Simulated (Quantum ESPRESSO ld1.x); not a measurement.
Excited configurations of Ir+: one electron is placed in a higher orbital outside [Xe] 4f14 5d7. The ground configuration is [Xe] 4f14 5d7 6s1. All-electron calculation, scalar-relativistic Kohn-Sham, LDA (Slater exchange, VWN5 correlation), spin-polarised, spherical densities, point nucleus; open shells are filled with parallel spins first. Program: ld1.x of Quantum ESPRESSO 7.5. Excitation = E - E(ground); binding = E(ion) - E, where the ion is the core of charge +2; n* = 2/sqrt(2 binding) in atomic units, and the quantum defect is n - n*.

outer orbital  excitation (eV)  binding (eV)     n*  eigenvalue (eV)  <r> (bohr)
6p                       6.776        11.665  2.160           -8.750       3.456
6d                      12.687         5.755  3.075           -4.243       5.913
6f                      15.970         2.472  4.692           -1.876       14.00
7s                      11.418         7.024  2.784           -5.600       6.116
7p                      13.085         5.356  3.188           -4.231       7.586
7d                      15.049         3.392  4.005           -2.642       11.18
7f                      16.682         1.759  5.562           -1.382       21.30

The Delta-SCF ionisation energy is 18.441 eV (NIST Atomic Spectra Database: 17.0 eV, semi-empirical). Self-interaction in the functional shifts the binding energies and quantum defects, so they are the method's values and not measured ones. Open shells are spherical and high-spin; term and fine-structure splittings are not resolved. Spin-orbit splitting is averaged out at the scalar-relativistic level.
